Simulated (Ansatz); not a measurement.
[Cu(NH3)3]+ (CuN3H9⁺), 13 atoms. Hardware: 4 threads of Arm Neoverse V1 on a shared host.

The 6-31G sets use Cartesian d functions. Correlated methods freeze 12 core orbitals.

Problem. How many basis functions does each of these Ansatz runs have, and roughly what does it cost? PBE-D4/def2-TZVP, charge 2 doublet at the geometry of the charge 1 singlet, energy, from earlier orbitals; PBE-D4/def2-SVP, charge 1 singlet, relaxation, 4 steps; CCSD(T)/def2-TZVP, charge 1 singlet, energy, from earlier orbitals; PBE-QIDH/def2-TZVP, charge 1 singlet, energy, from earlier orbitals; LC-ωPBE/def2-TZVP, charge 1 singlet, energy, from earlier orbitals; PBE0-D4/def2-SVP, charge 0 doublet at the geometry of the charge 1 singlet, energy with a search over starts; PBE0-D4/def2-TZVP, charge 1 triplet at the geometry of the charge 1 singlet, energy; HF/6-31G, charge 1 singlet, energy; PBE0-D4/def2-TZVP, charge 1 singlet, energy and forces, from earlier orbitals; r2SCAN-D4/def2-TZVP, charge 2 doublet at the geometry of the charge 1 singlet, energy, from earlier orbitals; B3LYP-D4/6-31G, charge 1 singlet, energy; r2SCAN-D4/def2-TZVP, charge 1 singlet, energy, from earlier orbitals.

Solution. Other jobs shared the machine, so times can vary by a factor of up to 3. A dash marks memory too small to be measured apart from the calling script's.

| run | functions | fitting or Cholesky vectors | wall time | peak host memory (GiB) |
| --- | --- | --- | --- | --- |
| HF/6-31G, charge 1 singlet, energy | 74 | 967 | 0.4 s | – |
| B3LYP-D4/6-31G, charge 1 singlet, energy | 74 | 967 | 1.1 s | – |
| LC-ωPBE/def2-TZVP, charge 1 singlet, energy, from earlier orbitals | 192 | 1314 | 2.2 s | – |
| PBE0-D4/def2-SVP, charge 0 doublet at the geometry of the charge 1 singlet, energy with a search over starts | 118 | 1246 | 3 s | – |
| r2SCAN-D4/def2-TZVP, charge 1 singlet, energy, from earlier orbitals | 192 | 1314 | 3.2 s | – |
| PBE0-D4/def2-TZVP, charge 1 singlet, energy and forces, from earlier orbitals | 192 | 1403 | 3.6 s | – |
| PBE-D4/def2-SVP, charge 1 singlet, relaxation, 4 steps | 118 | 1422 | 4 s | – |
| PBE-QIDH/def2-TZVP, charge 1 singlet, energy, from earlier orbitals | 192 | 1514 | 4.2 s | – |
| PBE-D4/def2-TZVP, charge 2 doublet at the geometry of the charge 1 singlet, energy, from earlier orbitals | 192 | 1314 | 7.5 s | – |
| r2SCAN-D4/def2-TZVP, charge 2 doublet at the geometry of the charge 1 singlet, energy, from earlier orbitals | 192 | 1314 | 16 s | 0.58 |
| PBE0-D4/def2-TZVP, charge 1 triplet at the geometry of the charge 1 singlet, energy | 192 | 1403 | 16 s | 0.93 |
| CCSD(T)/def2-TZVP, charge 1 singlet, energy, from earlier orbitals | 192 | 1514 | 67 s | 2.5 |
